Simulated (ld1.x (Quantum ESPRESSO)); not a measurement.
Reading a pseudo-wave (W (Z = 74))

Columns: radius, all-electron u(r) and pseudo u(r) of the 6p shell (level -13.00 eV) of tungsten in the configuration [Xe] 4f14 5d4 6s0 6p0; PBE, scalar-relativistic, RRKJ scheme, ld1.x (Quantum ESPRESSO) 7.5.

| r (bohr) | all-electron | pseudo |
| --- | --- | --- |
| 0.135 | -0.1172 | 0.0043 |
| 0.270 | 0.0835 | 0.0166 |
| 0.405 | 0.1689 | 0.0352 |
| 0.540 | 0.0258 | 0.0580 |
| 0.675 | -0.1487 | 0.0824 |
| 0.810 | -0.2616 | 0.1065 |
| 0.945 | -0.2987 | 0.1293 |
| 1.080 | -0.2743 | 0.1507 |
| 1.215 | -0.2084 | 0.1717 |
| 1.350 | -0.1185 | 0.1943 |
| 1.485 | -0.0180 | 0.2204 |
| 1.620 | 0.0841 | 0.2520 |
| 1.755 | 0.1817 | 0.2898 |
| 1.890 | 0.2712 | 0.3336 |
| 2.025 | 0.3506 | 0.3818 |
| 2.160 | 0.4191 | 0.4316 |
| 2.295 | 0.4763 | 0.4798 |
| 2.430 | 0.5227 | 0.5231 |
| 2.565 | 0.5587 | 0.5587 |
| 2.700 | 0.5853 | 0.5853 |
| 2.835 | 0.6033 | 0.6033 |
| 2.970 | 0.6136 | 0.6136 |
| 3.105 | 0.6172 | 0.6172 |
| 3.240 | 0.6149 | 0.6149 |
| 3.375 | 0.6077 | 0.6077 |
| 3.510 | 0.5963 | 0.5963 |

**Question.** How many radial nodes do the two functions have?

**Answer.** The all-electron 6p function has n − l − 1 = 4 (the table is too coarse to show those close to the nucleus); the pseudo-wave has 0, since the states of the same l below it are removed with the core.

**Question.** At about which radius was the pseudo-wave matched?

**Answer.** 2.55 bohr, where the columns begin to agree (steps of 0.14 bohr).

**Question.** Is the pseudo-wave norm-conserving?

**Answer.** Yes: the RRKJ scheme keeps the norm inside the radius equal to the all-electron one, which fixes the energy derivative of the logarithmic derivative at the level.
